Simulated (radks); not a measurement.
Mg I, configuration [He] 2s1 2p6 3s2 4s1 (not the ground configuration). Method: Dirac Kohn-Sham, PBE, spin-unpolarised, spherical densities, point nucleus; computed with a radial shooting solver on a logarithmic mesh with Libxc functionals.

Unscreened Slater integrals over Kohn-Sham orbitals (cm^-1). Large and small components are both included.

| integral | value |
|---|---|
| F0(4s1/2,4s1/2) | 25527 |
| F0(4s1/2,3s1/2) | 32516 |
| G0(4s1/2,3s1/2) | 1560.7 |
| F0(4s1/2,2p3/2) | 34791 |
| G1(4s1/2,2p3/2) | 671.67 |
| F0(4s1/2,2p1/2) | 34793 |
| G1(4s1/2,2p1/2) | 671.15 |
| F0(3s1/2,3s1/2) | 78979 |
| F0(3s1/2,2p3/2) | 104950 |
| G1(3s1/2,2p3/2) | 7093.9 |
| F0(3s1/2,2p1/2) | 104970 |
| G1(3s1/2,2p1/2) | 7085.1 |
| F0(2p3/2,2p3/2) | 309910 |
| F2(2p3/2,2p3/2) | 141580 |
| F0(2p3/2,2p1/2) | 310390 |
| G2(2p3/2,2p1/2) | 141650 |
| F0(2p1/2,2p1/2) | 310860 |
